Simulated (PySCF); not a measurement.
**How methods differ on the ionisation energy of W**

W [Xe] 4f14 5d4 6s2 (5D) → W⁺ [Xe] 4f14 5d4 6s1 (6D), as a difference of total energies. Calculation: PySCF 2.14, in aug-cc-pVDZ-PP with ECP60MDF (5s5p4d2f, 54 functions); a scalar-relativistic core potential. Correlated levels: valence: 5s2 5p6 frozen. The calculations carry no spin-orbit coupling.

**Question.** Order these methods by the ionisation energy they give, lowest first.
A. MN15
B. MP2 (valence)
C. UHF
D. SCS-MP2 (valence)

**Answer.** C (5.909 eV), B (7.144 eV), D (7.380 eV), A (7.934 eV).

Errors of the correlated levels include the incompleteness of this basis and the frozen core.

MP2 underrates the near-degeneracy of ns² with np² in the lower species.

For comparison: 7.825 eV (measured; NIST levels, between the centres of gravity of the two terms).
